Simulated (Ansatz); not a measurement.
The first iterations of a band of C2H10SSi2 (15 atoms, charge 0, multiplicity 1).

These are results of RKS PBE/def2-SVP (Ansatz), not measurements.

```json
{
  "movable images": "7",
  "climbing image": "yes",
  "spring": "5.0 eV/Å²",
  "optimiser": "quadratic models (default)",
  "start path": "IDPP",
  "force threshold": "0.03 eV/Å",
  "iteration limit": "60",
  "end points": "relaxed"
}
```

Image 0:

```xyz
15
Properties=species:S:1:pos:R:3
C -1.526 0.786 2.135
S 0.231 0.821 1.593
Si 0.050 0.183 -0.470
C -0.511 -1.620 -0.643
Si 2.195 0.528 -1.386
H -1.540 1.151 3.180
H -1.943 -0.240 2.114
H -2.151 1.458 1.514
H -0.953 1.069 -1.174
H -0.594 -1.898 -1.715
H 0.210 -2.305 -0.155
H -1.506 -1.772 -0.175
H 2.581 1.981 -1.324
H 3.221 -0.279 -0.635
H 2.214 0.087 -2.828
```

Image 8:

```xyz
15
Properties=species:S:1:pos:R:3
C -1.500 0.459 2.248
S 0.265 0.455 1.729
Si 0.074 0.267 -0.422
C -0.625 -1.410 -0.963
Si 2.257 0.619 -1.242
H -2.060 1.283 1.764
H -1.504 0.620 3.343
H -1.994 -0.508 2.032
H -0.843 1.357 -0.932
H -0.706 -1.455 -2.069
H 0.028 -2.237 -0.621
H -1.639 -1.571 -0.543
H 2.749 1.997 -0.891
H 3.204 -0.399 -0.661
H 2.272 0.471 -2.743
```

| iteration | highest image above the first end (eV) | largest band force component (eV/Å) |
| --- | --- | --- |
| 1 | 0.155 | 0.945 |
| 2 | 0.046 | 0.424 |

Question: Does the band converge within its limit, and where does its top end?

Answer: The run converged. It ended after 5 iterations with the highest image 0.038 eV above the first end. A vibrational analysis at the climbing image gives one clearly imaginary mode, 124i cm⁻¹: a first-order saddle point.

Run time: 45 s on 2 threads of AMD EPYC 9R45 96-Core Processor (Zen 5), on a shared host, peak memory 0.2 GiB.
